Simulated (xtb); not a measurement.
xtb input (GFN2-xTB):

```bash
xtb mol.xyz --gfn 2 --sp --chrg 1 --uhf 0
```
mol.xyz:
```
8

N     -1.91279666     0.20129944    -0.18673064
Si    -0.04255193     0.00447809    -0.00415400
Cl     0.65943691     1.79276270    -0.55175440
Cl     0.18276416    -0.43269413     1.93200960
Cl     0.38326718    -1.48903475    -1.26062280
H     -2.27018730     0.94911548     0.41472503
H     -2.40557560    -0.65973929     0.06721232
H     -2.17189353     0.43125944    -1.15041784
```

Output:

```
           -------------------------------------------------
          |                Calculation Setup                |
           -------------------------------------------------

           -------------------------------------------------
          |                 G F N 2 - x T B                 |
           -------------------------------------------------

        Reference                      10.1021/acs.jctc.8b01176
      * Hamiltonian:
        H0-scaling (s, p, d)           1.850000    2.230000    2.230000
        zeta-weighting                 0.500000
      * Dispersion:
        s8                             2.700000
        a1                             0.520000
        a2                             5.000000
        s9                             5.000000
      * Repulsion:
        kExp                           1.500000    1.000000
        rExp                           1.000000
      * Coulomb:
        alpha                          2.000000
        third order                    shell-resolved
        anisotropic                    true
        a3                             3.000000
        a5                             4.000000
        cn-shift                       1.200000
        cn-exp                         4.000000
        max-rad                        5.000000

          ...................................................
          :                      SETUP                      :
          :.................................................:
          :  # basis functions                  47          :
          :  # atomic orbitals                  43          :
          :  # shells                           17          :
          :  # electrons                        32          :
          :  max. iterations                   250          :
          :  Hamiltonian                  GFN2-xTB          :
          :  restarted?                      false          :
          :  GBSA solvation                  false          :
          :  PC potential                    false          :
          :  electronic temp.          300.0000000     K    :
          :  accuracy                    1.0000000          :
          :  -> integral cutoff          0.2500000E+02      :
          :  -> integral neglect         0.1000000E-07      :
          :  -> SCF convergence          0.1000000E-05 Eh   :
          :  -> wf. convergence          0.1000000E-03 e    :
          :  Broyden damping             0.4000000          :
          :  net charge                          1          :
          :  unpaired electrons                  0          :
          ...................................................

 iter      E             dE          RMSdq      gap      omega  full diag
   1    -19.5002833 -0.195003E+02  0.590E+00    7.40       0.0  T
   2    -19.5895883 -0.893050E-01  0.581E+00    6.01       1.0  T
   3    -19.5983914 -0.880307E-02  0.469E+00    6.25       1.0  T
   4    -19.5264252  0.719662E-01  0.379E+00    5.28       1.0  T
   5    -19.6015425 -0.751173E-01  0.116E+00    6.12       1.0  T
   6    -19.6018757 -0.333224E-03  0.163E-01    6.23       1.0  T
   7    -19.6018548  0.208644E-04  0.920E-02    6.26       1.0  T
   8    -19.6018806 -0.257848E-04  0.429E-02    6.23       1.0  T
   9    -19.6018738  0.684233E-05  0.418E-02    6.25       1.0  T
  10    -19.6018892 -0.154156E-04  0.885E-03    6.24       4.0  T
  11    -19.6018895 -0.336504E-06  0.335E-03    6.23      10.6  T
  12    -19.6018896 -0.710037E-07  0.366E-04    6.24      96.7  T
  13    -19.6018896  0.146716E-09  0.202E-04    6.24     175.1  T

   *** convergence criteria satisfied after 13 iterations ***

         #    Occupation            Energy/Eh            Energy/eV
      -------------------------------------------------------------
         1        2.0000           -1.2464564             -33.9178
       ...           ...                  ...                  ...
        10        2.0000           -0.6616928             -18.0056
        11        2.0000           -0.6243642             -16.9898
        12        2.0000           -0.6211012             -16.9010
        13        2.0000           -0.6211011             -16.9010
        14        2.0000           -0.6120908             -16.6558
        15        2.0000           -0.6120908             -16.6558
        16        2.0000           -0.6062166             -16.4960 (HOMO)
        17                         -0.3770756             -10.2607 (LUMO)
        18                         -0.3390273              -9.2254
        19                         -0.3390273              -9.2254
        20                         -0.2956460              -8.0449
        21                         -0.2033676              -5.5339
       ...                                ...                  ...
        43                          0.6303306              17.1522
      -------------------------------------------------------------
                  HL-Gap            0.2291410 Eh            6.2352 eV
             Fermi-level           -0.4916461 Eh          -13.3784 eV

 SCC (total)                   0 d,  0 h,  0 min,  0.014 sec
 SCC setup                      ...        0 min,  0.000 sec (  0.669%)
 Dispersion                     ...        0 min,  0.000 sec (  0.253%)
 classical contributions        ...        0 min,  0.000 sec (  0.108%)
 integral evaluation            ...        0 min,  0.002 sec ( 18.216%)
 iterations                     ...        0 min,  0.007 sec ( 51.016%)
 molecular gradient             ...        0 min,  0.004 sec ( 28.591%)
 printout                       ...        0 min,  0.000 sec (  1.006%)

         :::::::::::::::::::::::::::::::::::::::::::::::::::::
         ::                     SUMMARY                     ::
         :::::::::::::::::::::::::::::::::::::::::::::::::::::
         :: total energy             -19.522560226635 Eh    ::
         :: gradient norm              0.027856247555 Eh/a0 ::
         :: HOMO-LUMO gap              6.235244105157 eV    ::
         ::.................................................::
         :: SCC energy               -19.601882190066 Eh    ::
         :: -> isotropic ES            0.128883287076 Eh    ::
         :: -> anisotropic ES         -0.011813617758 Eh    ::
         :: -> anisotropic XC         -0.006989733854 Eh    ::
         :: -> dispersion             -0.007064523088 Eh    ::
         :: repulsion energy           0.079321963432 Eh    ::
         :: add. restraining           0.000000000000 Eh    ::
         :: total charge               1.000000000000 e     ::
         :::::::::::::::::::::::::::::::::::::::::::::::::::::

           -------------------------------------------------
          |                Property Printout                |
           -------------------------------------------------

    * Orbital Energies and Occupations

         #    Occupation            Energy/Eh            Energy/eV
      -------------------------------------------------------------
         1        2.0000           -1.2464564             -33.9178
       ...           ...                  ...                  ...
         4        2.0000           -0.9068917             -24.6778
         5        2.0000           -0.8461457             -23.0248
         6        2.0000           -0.7780768             -21.1725
         7        2.0000           -0.7780768             -21.1725
         8        2.0000           -0.7087786             -19.2868
         9        2.0000           -0.6616928             -18.0056
        10        2.0000           -0.6616928             -18.0056
        11        2.0000           -0.6243642             -16.9898
        12        2.0000           -0.6211012             -16.9010
        13        2.0000           -0.6211011             -16.9010
        14        2.0000           -0.6120908             -16.6558
        15        2.0000           -0.6120908             -16.6558
        16        2.0000           -0.6062166             -16.4960 (HOMO)
        17                         -0.3770756             -10.2607 (LUMO)
        18                         -0.3390273              -9.2254
        19                         -0.3390273              -9.2254
        20                         -0.2956460              -8.0449
        21                         -0.2033676              -5.5339
        22                         -0.2033676              -5.5339
        23                         -0.1844716              -5.0197
        24                         -0.1681415              -4.5754
        25                         -0.1681415              -4.5754
        26                         -0.1633709              -4.4455
        27                         -0.1619861              -4.4079
       ...                                ...                  ...
        43                          0.6303306              17.1522
      -------------------------------------------------------------
                  HL-Gap            0.2291410 Eh            6.2352 eV
             Fermi-level           -0.4916461 Eh          -13.3784 eV

     #   Z          covCN         q      C6AA      α(0)
     1   7 N        3.383    -0.274    27.058     7.726
     2  14 Si       3.219     0.534   134.527    24.231
     3  17 Cl       0.808    -0.022    99.750    15.279
     4  17 Cl       0.808    -0.022    99.750    15.279
     5  17 Cl       0.808    -0.022    99.750    15.279
     6   1 H        0.859     0.268     0.817     1.416
     7   1 H        0.859     0.268     0.817     1.416
     8   1 H        0.859     0.268     0.817     1.416

 Mol. C6AA /au·bohr⁶  :       2409.523002
 Mol. C8AA /au·bohr⁸  :     104051.581079
 Mol. α(0) /au        :         82.039379

Wiberg/Mayer (AO) data.
largest (>0.10) Wiberg bond orders for each atom

 ---------------------------------------------------------------------------
     #   Z sym  total        # sym  WBO       # sym  WBO       # sym  WBO
 ---------------------------------------------------------------------------
     1   7 N    3.559 --     7 H    0.921     8 H    0.921     6 H    0.921
                             2 Si   0.647
     2  14 Si   4.492 --     5 Cl   1.281     3 Cl   1.281     4 Cl   1.281
                             1 N    0.647
     3  17 Cl   1.491 --     2 Si   1.281
     4  17 Cl   1.491 --     2 Si   1.281
     5  17 Cl   1.491 --     2 Si   1.281
     6   1 H    0.928 --     1 N    0.921
     7   1 H    0.928 --     1 N    0.921
     8   1 H    0.928 --     1 N    0.921
 ---------------------------------------------------------------------------

Topologies differ in total number of bonds
Writing topology from bond orders to xtbtopo.mol

molecular dipole:
                 x           y           z       tot (Debye)
 q only:       -2.573       0.271      -0.251
   full:       -2.293       0.241      -0.224       5.888
molecular quadrupole (traceless):
                xx          xy          yy          xz          yz          zz
 q only:       10.393      -1.658      -5.184       1.538      -0.162      -5.209
  q+dip:       10.158      -1.620      -5.067       1.503      -0.158      -5.091
   full:       11.726      -1.870      -5.849       1.735      -0.183      -5.877

           -------------------------------------------------
          | TOTAL ENERGY              -19.522560226635 Eh   |
          | GRADIENT NORM               0.027856247555 Eh/α |
          | HOMO-LUMO GAP               6.235244105157 eV   |
           -------------------------------------------------

------------------------------------------------------------------------
------------------------------------------------------------------------
 total:
Note: The following floating-point exceptions are signalling: IEEE_UNDERFLOW_FLAG IEEE_DENORMAL
normal termination of xtb
 SCF:
```

It need not be the lowest isomer of its formula.
